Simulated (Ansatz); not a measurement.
```xyz
3

Li    0.0000    0.0000    0.0000
H     0.0000    0.0000    3.4980
F     0.0000    3.6887   -1.7201
```

Basis set: pcseg-2 (spherical functions). Charge 0, multiplicity 4.

Computed with Ansatz (development build ahead of 0.2.0); each method stands on the lowest determinant of its kind that the runs found. Restricted functionals stand beside restricted open-shell atoms, which can lie above the unrestricted atoms usual in DFT and then raise those values.

Q: Give the atomization energy at this shape (free ground-state atoms in the same class of orbitals less the molecule, no zero-point energy) of quartet LiHF by PBE0 (restricted open-shell), UHF.

A:

```tsv
method	atomization energy
PBE0 (restricted open-shell)	-0.05 eV
UHF	-0.08 eV
```

Caution: other spin multiplicities may lie lower. Caution for PBE0 (restricted open-shell): charge can spread falsely over distant fragments; stretched shape with no unrestricted run beside it, a lower state can exist.

The shape needn't be a minimum at these levels.
